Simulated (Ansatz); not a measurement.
Ansatz (a program for electronic structure) job for C₂H₆BNO₂, SMILES OB(N)OC=C, PBE0-D3(BJ)/def2-SVP. 

Ansatz 0.2 input:
```yaml
crystal:
  periodic: [false, false, false]
  atoms:
    - {symbol: C, position_ang: [1.23436779, 0.58318950, -1.74185457]}
    - {symbol: C, position_ang: [1.54364143, 0.28279028, -0.46347787]}
    - {symbol: O, position_ang: [0.70523222, 0.21109663, 0.59613702]}
    - {symbol: B, position_ang: [-0.63767199, -0.18135783, 0.58600669]}
    - {symbol: N, position_ang: [-1.19453710, -0.91746143, -0.49225411]}
    - {symbol: O, position_ang: [-1.32391241, 0.18941440, 1.72077287]}
    - {symbol: H, position_ang: [0.20759516, 0.81324876, -2.06207514]}
    - {symbol: H, position_ang: [2.03950195, 0.63511697, -2.48753102]}
    - {symbol: H, position_ang: [2.59170734, 0.09809995, -0.16496108]}
    - {symbol: H, position_ang: [-2.14052111, -1.29180622, -0.50481300]}
    - {symbol: H, position_ang: [-0.62340438, -1.20368204, -1.28725679]}
    - {symbol: H, position_ang: [-2.24337306, -0.12192508, 1.71909806]}
basis:
  gaussian:
    orbitals: def2-SVP
hamiltonian:
  xc: pbe0
  dispersion: d3bj
relax: {f_tol: 0.002, max_steps: 200}
```

It prints:

```
WARN ansatz: RAYON_NUM_THREADS=2 ignored (pool sized by the plan → 2); use --threads N
Functional definition: PBE0
integrals: 0.07 GiB planned
1269 factors; integrals over basis functions are off by at most 4.2e-4 eV
mean field: 0.49 GiB planned
mean field evaluation 1: about -8409.6912 eV, gradient 7.0e1 eV
mean field evaluation 2: about -8406.2594 eV, gradient 8.2e1 eV
mean field evaluation 4: about -8419.2909 eV, gradient 2.4e0 eV
mean field evaluation 8: about -8419.3677 eV, gradient 1.3e-1 eV
mean field evaluation 16: about -8419.3678 eV, gradient 2.8e-5 eV
mean field -8419.36776580 eV, -309.4060585406 hartree, gradient 2.8e-5 eV, S^2 0.000000; 0 other end points of the search recorded, 0 dependent functions left out
the calculation of the forces begins
reference -8419.36779249 eV, -309.4060595217 hartree; 23, 23 occupied and 91, 91 virtual orbitals, 1269 factors
relax step   1: F+E_penalty+E_count = -8419.56215203 eV  Δ(F+E_penalty+E_count) = +0.000e0 eV  max|allowed force component| = 5.343e-1 eV/Å  Δτ_max = 0.0000 Å  (27 SCF iters, accepted)
these checks for a lower state are left out or cut short: starts, cluster_reference, orbital_swaps, neighbouring_geometries, increment
integrals: 0.07 GiB planned
1269 factors; integrals over basis functions are off by at most 4.0e-4 eV
mean field: 0.49 GiB planned
mean field -8419.39087985 eV, -309.4069079663 hartree, gradient 1.4e-5 eV, S^2 0.000000; 0 other end points of the search recorded, 0 dependent functions left out
the calculation of the forces begins
reference -8419.39090640 eV, -309.4069089421 hartree; 23, 23 occupied and 91, 91 virtual orbitals, 1269 factors
relax step   2: F+E_penalty+E_count = -8419.58622605 eV  Δ(F+E_penalty+E_count) = -2.407e-2 eV  max|allowed force component| = 1.970e-1 eV/Å  Δτ_max = 0.0194 Å  (32 SCF iters, accepted)
these checks for a lower state are left out or cut short: starts, cluster_reference, orbital_swaps, neighbouring_geometries, increment
integrals: 0.07 GiB planned
1269 factors; integrals over basis functions are off by at most 4.0e-4 eV
mean field: 0.49 GiB planned
mean field -8419.39315189 eV, -309.4069914624 hartree, gradient 1.4e-5 eV, S^2 0.000000; 0 other end points of the search recorded, 0 dependent functions left out
the calculation of the forces begins
reference -8419.39317841 eV, -309.4069924371 hartree; 23, 23 occupied and 91, 91 virtual orbitals, 1269 factors
relax step   3: F+E_penalty+E_count = -8419.58869278 eV  Δ(F+E_penalty+E_count) = -2.467e-3 eV  max|allowed force component| = 5.188e-2 eV/Å  Δτ_max = 0.0136 Å  (32 SCF iters, accepted)
these checks for a lower state are left out or cut short: starts, cluster_reference, orbital_swaps, neighbouring_geometries, increment
integrals: 0.07 GiB planned
1269 factors; integrals over basis functions are off by at most 4.0e-4 eV
mean field: 0.49 GiB planned
mean field evaluation 32: about -8419.3269 eV, gradient 4.6e-3 eV
mean field -8419.39282978 eV, -309.4069796250 hartree, gradient 1.4e-5 eV, S^2 0.000000; 0 other end points of the search recorded, 0 dependent functions left out
the calculation of the forces begins
reference -8419.39285630 eV, -309.4069805995 hartree; 23, 23 occupied and 91, 91 virtual orbitals, 1269 factors
relax step   4: F+E_penalty+E_count = -8419.58831307 eV  Δ(F+E_penalty+E_count) = +3.797e-4 eV  max|allowed force component| = 1.003e-1 eV/Å  Δτ_max = 0.0165 Å  (32 SCF iters, rejected (line search))
these checks for a lower state are left out or cut short: starts, cluster_reference, orbital_swaps, neighbouring_geometries, increment
integrals: 0.07 GiB planned
1269 factors; integrals over basis functions are off by at most 4.0e-4 eV
mean field: 0.49 GiB planned
mean field -8419.39358309 eV, -309.4070073086 hartree, gradient 1.6e-5 eV, S^2 0.000000; 0 other end points of the search recorded, 0 dependent functions left out
the calculation of the forces begins
reference -8419.39360961 eV, -309.4070082833 hartree; 23, 23 occupied and 91, 91 virtual orbitals, 1269 factors
relax step   5: F+E_penalty+E_count = -8419.58905795 eV  Δ(F+E_penalty+E_count) = -3.652e-4 eV  max|allowed force component| = 1.270e-2 eV/Å  Δτ_max = 0.0080 Å  (25 SCF iters, accepted)
these checks for a lower state are left out or cut short: starts, cluster_reference, orbital_swaps, neighbouring_geometries, increment
integrals: 0.07 GiB planned
1269 factors; integrals over basis functions are off by at most 4.0e-4 eV
mean field: 0.49 GiB planned
mean field -8419.39366589 eV, -309.4070103515 hartree, gradient 1.5e-5 eV, S^2 0.000000; 0 other end points of the search recorded, 0 dependent functions left out
the calculation of the forces begins
reference -8419.39369240 eV, -309.4070113258 hartree; 23, 23 occupied and 91, 91 virtual orbitals, 1269 factors
relax step   6: F+E_penalty+E_count = -8419.58914617 eV  Δ(F+E_penalty+E_count) = -8.822e-5 eV  max|allowed force component| = 1.438e-2 eV/Å  Δτ_max = 0.0108 Å  (24 SCF iters, accepted)
these checks for a lower state are left out or cut short: starts, cluster_reference, orbital_swaps, neighbouring_geometries, increment
integrals: 0.07 GiB planned
1269 factors; integrals over basis functions are off by at most 4.0e-4 eV
mean field: 0.49 GiB planned
mean field -8419.39382873 eV, -309.4070163356 hartree, gradient 1.4e-5 eV, S^2 0.000000; 0 other end points of the search recorded, 0 dependent functions left out
the calculation of the forces begins
reference -8419.39385526 eV, -309.4070173105 hartree; 23, 23 occupied and 91, 91 virtual orbitals, 1269 factors
relax step   7: F+E_penalty+E_count = -8419.58915763 eV  Δ(F+E_penalty+E_count) = -1.146e-5 eV  max|allowed force component| = 2.672e-2 eV/Å  Δτ_max = 0.0221 Å  (31 SCF iters, accepted)
these checks for a lower state are left out or cut short: starts, cluster_reference, orbital_swaps, neighbouring_geometries, increment
integrals: 0.07 GiB planned
1269 factors; integrals over basis functions are off by at most 4.0e-4 eV
mean field: 0.49 GiB planned
mean field -8419.39391162 eV, -309.4070193817 hartree, gradient 1.6e-5 eV, S^2 0.000000; 0 other end points of the search recorded, 0 dependent functions left out
the calculation of the forces begins
reference -8419.39393813 eV, -309.4070203563 hartree; 23, 23 occupied and 91, 91 virtual orbitals, 1269 factors
relax step   8: F+E_penalty+E_count = -8419.58926974 eV  Δ(F+E_penalty+E_count) = -1.121e-4 eV  max|allowed force component| = 1.489e-2 eV/Å  Δτ_max = 0.0044 Å  (23 SCF iters, accepted)
these checks for a lower state are left out or cut short: starts, cluster_reference, orbital_swaps, neighbouring_geometries, increment
integrals: 0.07 GiB planned
1269 factors; integrals over basis functions are off by at most 4.0e-4 eV
mean field: 0.49 GiB planned
mean field evaluation 64: about -8419.3937 eV, gradient 2.0e-1 eV
mean field -8419.39390655 eV, -309.4070191957 hartree, gradient 1.5e-5 eV, S^2 0.000000; 0 other end points of the search recorded, 0 dependent functions left out
the calculation of the forces begins
reference -8419.39393307 eV, -309.4070201702 hartree; 23, 23 occupied and 91, 91 virtual orbitals, 1269 factors
relax step   9: F+E_penalty+E_count = -8419.58928600 eV  Δ(F+E_penalty+E_count) = -1.626e-5 eV  max|allowed force component| = 5.876e-3 eV/Å  Δτ_max = 0.0028 Å  (23 SCF iters, accepted)
these checks for a lower state are left out or cut short: starts, cluster_reference, orbital_swaps, neighbouring_geometries, increment
integrals: 0.07 GiB planned
1269 factors; integrals over basis functions are off by at most 4.0e-4 eV
mean field: 0.49 GiB planned
mean field -8419.39388355 eV, -309.4070183505 hartree, gradient 6.8e-6 eV, S^2 0.000000; 0 other end points of the search recorded, 0 dependent functions left out
the calculation of the forces begins
reference -8419.39391007 eV, -309.4070193250 hartree; 23, 23 occupied and 91, 91 virtual orbitals, 1269 factors
relax step  10: F+E_penalty+E_count = -8419.58929274 eV  Δ(F+E_penalty+E_count) = -6.736e-6 eV  max|allowed force component| = 5.829e-3 eV/Å  Δτ_max = 0.0017 Å  (24 SCF iters, accepted)
these checks for a lower state are left out or cut short: starts, cluster_reference, orbital_swaps, neighbouring_geometries, increment
integrals: 0.07 GiB planned
1269 factors; integrals over basis functions are off by at most 4.0e-4 eV
mean field: 0.49 GiB planned
mean field -8419.39389501 eV, -309.4070187714 hartree, gradient 1.3e-5 eV, S^2 0.000000; 0 other end points of the search recorded, 0 dependent functions left out
the calculation of the forces begins
reference -8419.39392153 eV, -309.4070197459 hartree; 23, 23 occupied and 91, 91 virtual orbitals, 1269 factors
relax step  11: F+E_penalty+E_count = -8419.58930015 eV  Δ(F+E_penalty+E_count) = -7.409e-6 eV  max|allowed force component| = 3.392e-3 eV/Å  Δτ_max = 0.0034 Å  (23 SCF iters, accepted)
these checks for a lower state are left out or cut short: starts, cluster_reference, orbital_swaps, neighbouring_geometries, increment
integrals: 0.07 GiB planned
1269 factors; integrals over basis functions are off by at most 4.0e-4 eV
mean field: 0.49 GiB planned
mean field -8419.39390071 eV, -309.4070189810 hartree, gradient 5.7e-5 eV, S^2 0.000000; 0 other end points of the search recorded, 0 dependent functions left out
the calculation of the forces begins
reference -8419.39392723 eV, -309.4070199556 hartree; 23, 23 occupied and 91, 91 virtual orbitals, 1269 factors
relax step  12: F+E_penalty+E_count = -8419.58930143 eV  Δ(F+E_penalty+E_count) = -1.287e-6 eV  max|allowed force component| = 1.608e-3 eV/Å  Δτ_max = 0.0018 Å  (21 SCF iters, accepted)
these checks for a lower state are left out or cut short: starts, cluster_reference, orbital_swaps, neighbouring_geometries, increment
integrals: 0.07 GiB planned
1269 factors; integrals over basis functions are off by at most 4.0e-4 eV
mean field: 0.49 GiB planned
mean field -8419.39390240 eV, -309.4070190430 hartree, gradient 3.0e-5 eV, S^2 0.000000; 0 other end points of the search recorded, 0 dependent functions left out
the calculation of the forces begins
reference -8419.39392892 eV, -309.4070200176 hartree; 23, 23 occupied and 91, 91 virtual orbitals, 1269 factors
relax step  13: F+E_penalty+E_count = -8419.58930186 eV  Δ(F+E_penalty+E_count) = -4.304e-7 eV  max|allowed force component| = 7.846e-4 eV/Å  Δτ_max = 0.0008 Å  (20 SCF iters, accepted)
integrals: 0.07 GiB planned
1269 factors; integrals over basis functions are off by at most 4.0e-4 eV
mean field: 0.49 GiB planned
mean field evaluation 96: about -8419.3279 eV, gradient 2.1e-1 eV
mean field -8419.39390240 eV, -309.4070190430 hartree, gradient 3.0e-5 eV, S^2 0.000000; 1 other end points of the search recorded, 0 dependent functions left out
the calculation of the forces begins
reference -8419.39392892 eV, -309.4070200176 hartree; 23, 23 occupied and 91, 91 virtual orbitals, 1269 factors
Total energy: -8419.58932839 eV, -309.4142008155 hartree
Atom 0 at     1.233059     0.590530    -1.735084 Å, force    -0.000055     0.000440    -0.000296 eV/Å
Atom 1 at     1.527323     0.281479    -0.467931 Å, force     0.000467    -0.000501     0.000385 eV/Å
Atom 2 at     0.686060     0.245894     0.577164 Å, force    -0.000098     0.000236     0.000042 eV/Å
Atom 3 at    -0.635089    -0.171755     0.579597 Å, force    -0.000425    -0.000784    -0.000231 eV/Å
Atom 4 at    -1.179839    -0.923913    -0.483435 Å, force     0.000220     0.000785     0.000192 eV/Å
Atom 5 at    -1.325429     0.186971     1.701593 Å, force     0.000102     0.000182     0.000325 eV/Å
Atom 6 at     0.222066     0.855821    -2.052057 Å, force     0.000041    -0.000061     0.000080 eV/Å
Atom 7 at     2.032001     0.609265    -2.477362 Å, force    -0.000141    -0.000187    -0.000079 eV/Å
Atom 8 at     2.559315     0.058541    -0.171349 Å, force    -0.000168     0.000172    -0.000121 eV/Å
Atom 9 at    -2.115643    -1.300706    -0.490329 Å, force     0.000179    -0.000264    -0.000044 eV/Å
Atom 10 at    -0.616516    -1.199359    -1.276471 Å, force    -0.000123    -0.000063     0.000037 eV/Å
Atom 11 at    -2.228682    -0.136045     1.713454 Å, force     0.000000     0.000044    -0.000290 eV/Å
Dipole moment:    -0.424038    -0.391449    -0.355035 e Å
```

The run converged.
